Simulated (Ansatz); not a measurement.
Consider the silylene formation by 1,1-elimination: `N=C[SiH2][SiH2]N` → `N=C[SiH2]N` + `[SiH2]`.

Calculated with Ansatz (gas phase, PBE0-D4/def2-TZVP geometries, no zero-point term in ΔE). CCSD(T)/CBS adds triple-zeta CCSD(T) − MP2 to the extrapolated MP2 energy (def2 sets, frozen cores). This one scheme is used for every species. DFT in def2-TZVPP. B3LYP here is the variant with VWN-RPA as its local correlation; programs differ in this. Each species was taken in one conformer, which may not be the lowest.

| level | ΔE (kJ/mol) |
| --- | --- |
| r2SCAN-D4 | 259.2 |
| B3LYP-D4 | 235.0 |
| B3LYP | 218.4 |
| SCS-MP2/def2-TZVPP | 230.8 |

What does CCSD(T)/CBS give? (Best estimate.)

The calculation gave: +236.7 kJ/mol. The listed levels differ from it by 22.5, -1.7, -18.3, -5.9 kJ/mol.

Largest T1 diagnostic among the species: 0.014.

The D4 term adds +16.6 kJ/mol with B3LYP and +9.2 kJ/mol with PBE0; it sums over pairs of atoms, weighted by their polarisabilities, and B3LYP, whose exchange is more repulsive, gets the larger term. In def2-TZVPP, CCSD(T) changes the Hartree–Fock value by +25.5 kJ/mol (the triples alone add +6.4 kJ/mol) and MP2 by +40.7 kJ/mol. From PBE to PBE0 (25 % exact exchange), in def2-TZVPP and without D4, ΔE moves by +5.5 kJ/mol.
